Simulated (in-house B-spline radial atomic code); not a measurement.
B³⁺. Computed with a B-spline radial atomic code. Model: all-electron spherical atom, spin shells full or empty, radial basis limit, no spin-orbit coupling, Breit or QED, empty-state partial waves extrapolated as (l+1/2)^-4, RPA, G0W0 and static COHSEX of the highest shell as one setting changes (uncorrelated shells keep exact exchange).

Empty levels are discrete states of a finite basis, so the steps are uneven.

Given: element B; charge 3; filled core none; hamiltonian non-relativistic; mean-field start PBE; highest l of empty states 9; lowest nl shells left uncorrelated 0; highest mean-field shell 1s; box radius 14.14 bohr.

Shell: 1s 1 1 (electrons up and down).

```json
{"highest empty level kept (hartree)": "5.33", "RPA correlation energy (hartree)": "-0.017341", "G0W0 level (eV)": "-257.65", "G0W0 minus most complete (meV)": "1259.3", "COHSEX level (eV)": "-258.42", "linearised minus solved G0W0 (meV)": "-31.3"}
{"highest empty level kept (hartree)": "10.67", "RPA correlation energy (hartree)": "-0.030317", "G0W0 level (eV)": "-257.69", "G0W0 minus most complete (meV)": "1222.5", "COHSEX level (eV)": "-258.85", "linearised minus solved G0W0 (meV)": "-31"}
{"highest empty level kept (hartree)": "18.67", "RPA correlation energy (hartree)": "-0.041932", "G0W0 level (eV)": "-257.8", "G0W0 minus most complete (meV)": "1112.3", "COHSEX level (eV)": "-259.32", "linearised minus solved G0W0 (meV)": "-30.6"}
{"highest empty level kept (hartree)": "32", "RPA correlation energy (hartree)": "-0.061581", "G0W0 level (eV)": "-258.22", "G0W0 minus most complete (meV)": "691", "COHSEX level (eV)": "-260.41", "linearised minus solved G0W0 (meV)": "-31.2"}
{"highest empty level kept (hartree)": "53.33", "RPA correlation energy (hartree)": "?", "G0W0 level (eV)": "?", "G0W0 minus most complete (meV)": "?", "COHSEX level (eV)": "?", "linearised minus solved G0W0 (meV)": "?"}
{"highest empty level kept (hartree)": "96", "RPA correlation energy (hartree)": "-0.080719", "G0W0 level (eV)": "-258.67", "G0W0 minus most complete (meV)": "239.8", "COHSEX level (eV)": "-261.6", "linearised minus solved G0W0 (meV)": "-32"}
{"highest empty level kept (hartree)": "160", "RPA correlation energy (hartree)": "-0.085256", "G0W0 level (eV)": "-258.79", "G0W0 minus most complete (meV)": "120.1", "COHSEX level (eV)": "-261.9", "linearised minus solved G0W0 (meV)": "-32.3"}
{"highest empty level kept (hartree)": "320", "RPA correlation energy (hartree)": "-0.088189", "G0W0 level (eV)": "-258.87", "G0W0 minus most complete (meV)": "39.8", "COHSEX level (eV)": "-262.09", "linearised minus solved G0W0 (meV)": "-32.5"}
{"highest empty level kept (hartree)": "640", "RPA correlation energy (hartree)": "-0.089073", "G0W0 level (eV)": "-258.89", "G0W0 minus most complete (meV)": "14.7", "COHSEX level (eV)": "-262.14", "linearised minus solved G0W0 (meV)": "-32.6"}
{"highest empty level kept (hartree)": "1333.3", "RPA correlation energy (hartree)": "?", "G0W0 level (eV)": "?", "G0W0 minus most complete (meV)": "?", "COHSEX level (eV)": "?", "linearised minus solved G0W0 (meV)": "?"}
{"highest empty level kept (hartree)": "3200", "RPA correlation energy (hartree)": "-0.089535", "G0W0 level (eV)": "-258.91", "G0W0 minus most complete (meV)": "0.4", "COHSEX level (eV)": "-262.17", "linearised minus solved G0W0 (meV)": "-32.6"}
{"highest empty level kept (hartree)": "10667", "RPA correlation energy (hartree)": "-0.089545", "G0W0 level (eV)": "-258.91", "G0W0 minus most complete (meV)": "0", "COHSEX level (eV)": "-262.17", "linearised minus solved G0W0 (meV)": "-32.6"}
```

Q: What follows for highest empty level kept = 1333.3?

A: RPA correlation energy -0.08943 hartree; G0W0 level -258.9 eV; G0W0 minus most complete 4 meV; COHSEX level -262.16 eV; linearised minus solved G0W0 -32.6 meV.

Q: What follows for highest empty level kept = 53.33?

A: RPA correlation energy -0.072866 hartree; G0W0 level -258.47 eV; G0W0 minus most complete 435.9 meV; COHSEX level -261.09 eV; linearised minus solved G0W0 -31.6 meV.
